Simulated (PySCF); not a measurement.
Atom-mapped SMILES (the numbers label the heavy atoms): `[CH3:1][C:2](=[O:3])[O:4][c:5]1[cH:6][cH:7][cH:8][s:9]1`. Each H is labelled by its parent atom.

Geometry: GFN2-xTB; GIAO shifts from PySCF 2.14.0 with density-fitted response routines, gas phase, non-relativistic, averaged over equivalent atoms.

At LDA/MINI (55 basis functions, 7.5 s wall time on 1 thread of an Arm Neoverse V1, shared host):
```json
{"atoms": "C5", "δ (ppm)": "137.3"}
{"atoms": "C8", "δ (ppm)": "108.8"}
{"atoms": "C7", "δ (ppm)": "108.7"}
{"atoms": "C2", "δ (ppm)": "103.1"}
{"atoms": "C6", "δ (ppm)": "100.7"}
{"atoms": "C1", "δ (ppm)": "31.7"}
{"atoms": "O3", "δ (ppm)": "561.7"}
{"atoms": "O4", "δ (ppm)": "243.3"}
{"atoms": "H(C6)", "δ (ppm)": "7.64"}
{"atoms": "H(C7)", "δ (ppm)": "7.21"}
{"atoms": "H(C8)", "δ (ppm)": "6.97"}
{"atoms": "H(C1)", "δ (ppm)": "2.74"}
```

References, each an isolated molecule treated in the same way: ¹³C (σref 222.26) and ¹H (σref 30.40) vs TMS; H2O for ¹⁷O (σref 376.71).

Q: Estimate the result of repeating the calculation with wB97X-D/6-31++G**.

A: 
| atoms | δ at wB97X-D/6-31++G** | change |
| --- | --- | --- |
| C5 | 158.3 | +21.0 |
| C8 | 115.3 | +6.5 |
| C7 | 120.7 | +12.0 |
| C2 | 163.0 | +59.9 |
| C6 | 110.0 | +9.3 |
| C1 | 23.5 | -8.2 |
| O3 | 408.1 | -153.6 |
| O4 | 205.0 | -38.3 |
| H(C6) | 8.10 | +0.46 |
| H(C7) | 7.07 | -0.14 |
| H(C8) | 6.81 | -0.16 |
| H(C1) | 2.23 | -0.51 |

Shifts are taken against calculated references (same method and geometry level): TMS for ¹³C (σref 198.85) and ¹H (σref 31.97); H2O for ¹⁷O (σref 338.72).

The largest change is at O3 (ester carbonyl oxygen). Cost: 202 basis functions, 41 s wall time on 1 thread of an Arm Neoverse V1, shared host. The order of the carbon signals changes between the two levels.

Unscaled 17O shifts of doubly bonded oxygen tend to come out too high, by tens of ppm or more. Experimental scales use liquid or dissolved standards, which lie at an offset from isolated H2O (liquid H2O: subtract about 36 ppm).
